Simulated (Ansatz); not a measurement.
Cartesian coordinates (Å):
```xyz
11

C      1.9989     0.5399     0.0986
C      0.6615     0.5059    -0.2180
C     -0.2416    -0.4192     0.2582
C     -1.6853    -0.4421    -0.0929
H      2.4315    -0.1917     0.7688
H      2.6561     1.2935    -0.3096
H      0.2825     1.2659    -0.8966
H      0.1195    -1.1858     0.9369
H     -2.3138    -0.3397     0.7967
H     -1.9421     0.3632    -0.7812
H     -1.9671    -1.3899    -0.5610
```
Charge 0, spin multiplicity 2.

The numbers are results of frozen-core CCSD(T)/def2-TZVPP // CAM-B3LYP-D3(BJ)/def2-TZVP (Ansatz, a program for electronic structure), not measurements.

| Property | Result |
|---|---|
| HF energy | -155.56699 Ha |
| MP2 correlation energy | -0.62975 Ha |

Problem. Estimate the CCSD correlation energy, the (T) correction, the total energy and the T1 diagnostic.

Solution. 
```json
{
 "CCSD correlation energy": "-0.68305 Ha",
 "(T) correction": "-0.02834 Ha",
 "CCSD(T) total energy": "-156.27838 Ha",
 "T1 diagnostic": "0.024"
}
```
